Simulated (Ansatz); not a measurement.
Worked example: CH6OSi + Ge(CH3)(OH) → SiH3(OH) + C2H6GeO

Species: CH6OSi `CO[SiH3]`, singlet; Ge(CH3)(OH), singlet; SiH3(OH) (silanol), singlet; C2H6GeO `C[CH2][Ge][OH]`, singlet. The partners trade CH3 for H: O–CH3 and C–H bonds give way to O–H and C–CH3.

Shapes, held fixed at every level: PBE0-D4/def2-TZVP. Flexible molecules stand in one conformer, not always the lowest. Programs: Ansatz 0.2.0. The zero-point and thermal change to 298 K, harmonic and unscaled (PBE0-D4/def2-TZVP), is +0.8 kJ/mol.

At CCSD(T)/def2-TZVPP; 1 Eh = 2625.50 kJ/mol:

| species | energy (Eh) |
| --- | --- |
| CH6OSi | -405.842858 |
| Ge(CH3)(OH) | -2191.185711 |
| SiH3(OH) | -366.623206 |
| C2H6GeO | -2230.422181 |

Task: Work out ΔH(298 K) of the reaction at this level.

Result: 
1. Products less reactants: (-366.623206) + (-2230.422181) − [(-405.842858) + (-2191.185711)] = -0.016818 Eh = -44.2 kJ/mol.
2. With the thermal change: -44.2 + (+0.8) = -43.4 kJ/mol.

Other levels give -48.6 (MP2/def2-TZVPP) to -36.6 kJ/mol (BHLYP-D4/def2-TZVPP). No measured value is set beside it here. Relativity is left out for Ge unless named. Correlated rows may include outer-core shells of Ge, which these sets cover unevenly.
